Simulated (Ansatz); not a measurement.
## Relaxing a trial structure of CuF2H2NOSi

The starting geometry of this gas-phase singlet was optimised with GFN2-xTB.

```yaml
atoms:
  - { symbol: Cu, position_ang: [1.5177, -0.1736, 2.2519] }
  - { symbol: F, position_ang: [-1.0612, -0.7912, -0.6944] }
  - { symbol: F, position_ang: [-0.8590, 1.6155, -0.3720] }
  - { symbol: N, position_ang: [1.4587, 0.0792, 0.3596] }
  - { symbol: O, position_ang: [-0.6030, 0.0686, 1.7469] }
  - { symbol: Si, position_ang: [-0.1820, 0.2551, 0.1501] }
  - { symbol: H, position_ang: [2.1260, 0.1907, -0.3782] }
  - { symbol: H, position_ang: [-1.5277, 0.0273, 1.9888] }
```

**Question.** Where would you expect an optimisation with B3LYP-D3(BJ)/def2-SVP to take it?

**Answer.** A bond breaks, giving a structure given below by its coordinates. Contacts that open: Cu1–O5 (2.19 → 2.86 Å).

The energy falls by 0.20 eV over 16 steps:

```
step  E − E(last) (eV)
   1             0.196
   3             0.062
   4             0.040
   6             0.005
   8             0.004
   9             0.003
  11             0.001
  13             0.000
  14             0.000
  16             0.000
```

Final geometry (Å):

```xyz
8

Cu    1.9782   -0.1795    2.1223
F    -1.0560   -0.8308   -0.6300
F    -0.6712    1.6552   -0.4189
N     1.4153    0.0023    0.3854
O    -0.8465    0.1547    1.8041
Si   -0.2292    0.2483    0.2629
H     2.0641    0.2791   -0.3436
H    -1.7851   -0.0577    1.8704
```

Frequencies at the end are all real (lowest 46 cm⁻¹). Run with Ansatz 0.2.0, 38 s on 2 threads of Intel(R) Xeon(R) 6975P-C (Granite Rapids), with other jobs on the host.
